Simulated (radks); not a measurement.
Polarisability of the ruthenium ion Ru+, [Kr] 4d7, at imaginary frequency. Calculated with a radial shooting solver on a logarithmic mesh with Libxc functionals: non-relativistic Kohn-Sham, PBE, spin-unpolarised, spherical densities, point nucleus; relativity is left out, which matters for an element this heavy. Response by self-consistent Sternheimer equations with the Hartree and adiabatic LDA kernel.

| w (hartree) | alpha1(iw) (bohr^3) |
|---|---|
| 0.00266 | 15.97 |
| 0.0143 | 15.94 |
| 0.0360 | 15.81 |
| 0.0697 | 15.41 |
| 0.118 | 14.53 |
| 0.186 | 13.05 |
| 0.280 | 11.09 |
| 0.413 | 8.952 |
| 0.605 | 6.870 |
| 0.892 | 4.943 |
| 1.35 | 3.243 |
| 2.12 | 1.849 |
| 3.59 | 0.8547 |
| 6.94 | 0.2968 |
| 17.5 | 0.06817 |

Static values: alpha1 = 15.97 bohr^3 (2.366 angstrom^3; uncoupled 24.01). C6 = 100.8, triple-dipole C9 = 1063 atomic units. One-pole (London) frequency 4 C6 / (3 alpha1^2) = 0.527 hartree, against 0.468 for minus the highest occupied eigenvalue.
